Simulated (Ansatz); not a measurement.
`C[SiH2]B(F)S` + H₂ → `FBS` + `C[SiH3]` at 700 K and 1 bar (hydrogenolysis of a B–Si bond).

Gas-phase electronic energies from Ansatz, PBE0-D4/def2-TZVP geometries. CBS: MP2 limit from def2 TZ/QZ plus the TZ coupled-cluster correction, frozen cores. This one scheme is used for every species. One conformer a species, not always the lowest.

```csv
species,CCSD(T)/CBS energy (Eh),H − E (kJ/mol),S (J/(mol·K))
`C[SiH2]B(F)S`,-853.19003,270.9,494.6
H₂,-1.17544,46.8,155.3
`FBS`,-523.64132,106.5,326.5
`C[SiH3]`,-330.73916,210.8,332.0
```

H − E and S are ideal-gas, rigid-rotor, harmonic terms from PBE0-D4/def2-TZVP, for one conformer and one mirror image of each species. For small species the MP2-based limit differs from directly extrapolated CCSD(T) by up to some mEh (0.8 for H₂); such offsets cancel only in part. 1 Eh = 2625.50 kJ/mol, R = 8.31446 J/(mol·K).

**Question.** By hand: ΔE, ΔH, ΔS and ΔG.

**Answer.** ΔE = (-523.64132) + (-330.73916) − (-853.19003) − (-1.17544) = -0.01501 Eh = -39.4 kJ/mol. Δ(H − E) = 106.5 + 210.8 − 270.9 − 46.8 = -0.4, so ΔH = -39.8 kJ/mol. ΔS = 326.5 + 332.0 − 494.6 − 155.3 = 8.6 J/(mol·K). ΔG = -39.8 − 700 × (8.6)/1000 = -45.8 kJ/mol.

**Question.** By hand: the equilibrium constant, and the temperature at which ΔG would vanish if ΔH and ΔS stayed fixed.

**Answer.** log₁₀ K = −ΔG/(RT ln 10) = 3.4. ΔH and −TΔS have one sign here, so there is no such temperature.

The number of gas molecules stays the same, so ΔS is small and ΔH decides. A doubt of 5 kJ/mol in ΔE shifts log₁₀ K by 0.4 here. Other conformers and mirror images would add mixing entropy, several J/(mol·K) or more a flexible species. Modes under 60 cm⁻¹, often nearly free rotors, make the harmonic entropy too high. These are equilibria of isolated gas molecules and say nothing of rates. Largest T1 diagnostic: 0.014 (customary marks: 0.02 for closed shells, 0.045 for open ones).

ΔS is within the doubt of such terms, so its sign, and with it that verdict, could turn.
